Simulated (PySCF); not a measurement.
# Computed records: CH4BO, CH4AlBN, C2H4BO, C2H7OSi and others

Computed with PySCF 2.14.0. Calculation on a computer-drawn molecule: the log of a Hartree-Fock and frozen-core CCSD(T) single point meant for a local Hartree-Fock minimum, with one planted fault or none, to be diagnosed. Offsets are logged minus clean, where the clean run is the same molecule without the fault. The reference is restricted for singlets and unrestricted otherwise, and also for a bond in bohr or an excited solution. Adding or removing an electron swaps singlet and doublet. The excited solution moves the top pair (singlet) or top alpha electron (doublet) to the lowest empty orbital. Highest occupied and lowest empty are orbital energies over both spins, largest force is the largest gradient component, triples share is (T) over the correlation energy, the T1 limit is 0.02 restricted and 0.045 unrestricted, electrons count all cores, a negative frequency is imaginary (commonest isotopes), and the dipole is about the centre of nuclear charge.

Common to all runs: meant charge 0; meant multiplicity 2; logged SCF converged yes; logged CC converged yes; logged SCF stable within its kind yes; possible faults no fault, one electron removed, one electron added, multiplicity raised by two, geometry at a saddle point, SCF held on an excited solution, minimal basis STO-3G, one bond length entered in bohr, all coordinates scaled.

```yaml
- entry: 1
  formula: CH4BO
  logged_structure:
    atoms_angstrom:
      - [C, -1.6091, -0.1251, 1.2907]
      - [B, -0.4977, -0.2774, 0.2173]
      - [O, 0.5821, -1.078, 0.3868]
      - [H, -2.4717, 0.5168, 1.1448]
      - [H, -1.5934, -0.6465, 2.2461]
      - [H, -0.5527, 0.319, -0.8233]
      - [H, 0.6018, -1.5361, 1.2135]
  given:
    meant_basis: cc-pVDZ
    logged_electrons: 22
    logged_basis_functions: 62
    logged_spin_squared: 0.0
    "logged_highest_occupied [eV]": -19.523
    "logged_lowest_empty [eV]": -7.9109
    "logged_largest_force [hartree/bohr]": 0.075488
    logged_T1_diagnostic: 0.028956
    logged_D1_diagnostic: 0.11278
    logged_triples_share: 0.026293
    "logged_dipole_magnitude [debye]": 6.2161
    "logged_energy_HF [hartree]": -139.42753
    "logged_energy_CCSD(T) [hartree]": -139.84511
    drawn_bonds_atom: [1, 2, 1, 1, 2, 3]
    drawn_bonds_other_atom: [2, 3, 4, 5, 6, 7]
    drawn_bonds_order: [1, 1, 1, 1, 1, 1]
  results:
    planted_fault: "one electron removed"
    "HF_energy_offset_from_clean_run [kcal/mol]": 212.9
    "CCSD(T)_energy_offset_from_clean_run [kcal/mol]": 220.6
  notes: ["T1 above single-reference limit"]
- entry: 2
  formula: CH4AlBN
  logged_structure:
    atoms_angstrom:
      - [C, 2.2773, 0.4402, -2.1476]
      - [B, 2.4017, 0.7058, -0.6135]
      - ["N", 1.3197, 1.1455, 0.1653]
      - [Al, 0.0922, 1.6515, 1.0916]
      - [H, 1.3439, 0.5799, -2.6897]
      - [H, 3.1107, 0.1026, -2.7592]
      - [H, 3.4886, 0.5164, -0.1019]
      - [H, -2.136, 2.5683, 2.7588]
  given:
    meant_basis: "cc-pV(D+d)Z"
    logged_electrons: 35
    logged_basis_functions: 85
    logged_spin_squared: 1.7576
    "logged_highest_occupied [eV]": -8.0318
    "logged_lowest_empty [eV]": -0.55348
    "logged_largest_force [hartree/bohr]": 0.014805
    logged_T1_diagnostic: 0.05058
    logged_D1_diagnostic: 0.18016
    logged_triples_share: 0.041802
    "logged_dipole_magnitude [debye]": 4.763
    "logged_energy_HF [hartree]": -361.11144
    "logged_energy_CCSD(T) [hartree]": -361.5744
    drawn_bonds_atom: [1, 2, 3, 1, 1, 2, 4]
    drawn_bonds_other_atom: [2, 3, 4, 5, 6, 7, 8]
    drawn_bonds_order: [1, 1, 2, 1, 1, 1, 1]
  results:
    planted_fault: "one bond length entered in bohr, row 7 of the drawn bonds"
    "HF_energy_offset_from_clean_run [kcal/mol]": 58.87
    "CCSD(T)_energy_offset_from_clean_run [kcal/mol]": 68.75
  notes: ["T1 above single-reference limit"]
- entry: 3
  formula: C2H4BO
  logged_structure:
    atoms_angstrom:
      - [C, -0.7426, -1.5105, -1.1563]
      - [C, 0.5234, -2.3407, -0.941]
      - [B, 1.5414, -2.229, -2.1436]
      - [O, 2.3197, -2.1433, -3.064]
      - [H, -0.7322, -0.4314, -0.9447]
      - [H, -1.557, -1.9063, -1.7806]
      - [H, 1.057, -2.0185, -0.0213]
      - [H, 0.2754, -3.4159, -0.8125]
  given:
    meant_basis: cc-pVDZ
    logged_electrons: 29
    logged_basis_functions: 76
    logged_spin_squared: 0.7632
    "logged_highest_occupied [eV]": -10.432
    "logged_lowest_empty [eV]": 3.0176
    "logged_largest_force [hartree/bohr]": 0.02744
    logged_T1_diagnostic: 0.016972
    logged_D1_diagnostic: 0.049126
    logged_triples_share: 0.030945
    "logged_dipole_magnitude [debye]": 3.7144
    "logged_energy_HF [hartree]": -177.63799
    "logged_energy_CCSD(T) [hartree]": -178.20546
    drawn_bonds_atom: [1, 2, 3, 1, 1, 2, 2]
    drawn_bonds_other_atom: [2, 3, 4, 5, 6, 7, 8]
    drawn_bonds_order: [1, 1, 2, 1, 1, 1, 1]
  results:
    planted_fault: "all coordinates scaled, by +1.6 %"
    "HF_energy_offset_from_clean_run [kcal/mol]": 1.35
    "CCSD(T)_energy_offset_from_clean_run [kcal/mol]": -1.016
- entry: 4
  formula: C2H7OSi
  logged_structure:
    atoms_angstrom:
      - [C, -0.9834, 1.2111, 2.5555]
      - [C, -1.0724, 0.6378, 1.3366]
      - [O, 0.0872, 0.3051, 0.9337]
      - [Si, 0.4291, -0.3347, -0.3669]
      - [H, -0.2449, 0.9575, 3.1464]
      - [H, -1.7694, 1.6557, 2.9364]
      - [H, -1.657, -0.1666, 1.3752]
      - [H, -1.4938, 1.2672, 0.6957]
      - [H, -0.1916, -1.5171, -0.494]
      - [H, 0.0555, 0.4443, -1.3929]
      - [H, 1.7513, -0.5082, -0.3801]
  given:
    meant_basis: "cc-pV(D+d)Z"
    logged_electrons: 41
    logged_basis_functions: 100
    logged_spin_squared: 0.7584
    "logged_highest_occupied [eV]": -9.4854
    "logged_lowest_empty [eV]": 3.9865
    "logged_largest_force [hartree/bohr]": 0.10256
    logged_T1_diagnostic: 0.010061
    logged_D1_diagnostic: 0.036467
    logged_triples_share: 0.021166
    "logged_dipole_magnitude [debye]": 1.1161
    "logged_energy_HF [hartree]": -443.47423
    "logged_energy_CCSD(T) [hartree]": -444.06877
    drawn_bonds_atom: [1, 2, 3, 1, 1, 2, 2, 4, 4, 4]
    drawn_bonds_other_atom: [2, 3, 4, 5, 6, 7, 8, 9, 10, 11]
    drawn_bonds_order: [1, 1, 1, 1, 1, 1, 1, 1, 1, 1]
  results:
    planted_fault: "all coordinates scaled, by -9.5 %"
    "HF_energy_offset_from_clean_run [kcal/mol]": 76.13
    "CCSD(T)_energy_offset_from_clean_run [kcal/mol]": 86.95
- entry: 5
  formula: CH2BClN
  logged_structure:
    atoms_angstrom:
      - [C, -0.8219, 2.1265, 0.8658]
      - ["N", -0.2077, 1.2326, 0.0712]
      - [B, 0.3569, 0.4119, -0.6583]
      - [Cl, 1.1379, -0.7242, -1.6685]
      - [H, -1.869, 2.0, 1.1026]
      - [H, -0.2631, 2.964, 1.2594]
  given:
    meant_basis: "cc-pV(D+d)Z"
    logged_electrons: 37
    logged_basis_functions: 75
    logged_spin_squared: 0.8006
    "logged_highest_occupied [eV]": -8.1439
    "logged_lowest_empty [eV]": 3.2176
    "logged_largest_force [hartree/bohr]": 2.4939e-05
    "logged_lowest_frequency [cm^-1]": 168.96
    logged_T1_diagnostic: 0.017829
    logged_D1_diagnostic: 0.06954
    logged_triples_share: 0.032644
    "logged_dipole_magnitude [debye]": 0.34307
    "logged_energy_HF [hartree]": -577.68414
    "logged_energy_CCSD(T) [hartree]": -578.22445
    drawn_bonds_atom: [1, 2, 3, 1, 1]
    drawn_bonds_other_atom: [2, 3, 4, 5, 6]
    drawn_bonds_order: [1, 2, 1, 1, 1]
  results:
    planted_fault: "no fault"
    "HF_energy_offset_from_clean_run [kcal/mol]": 0.0
    "CCSD(T)_energy_offset_from_clean_run [kcal/mol]": 0.0
```
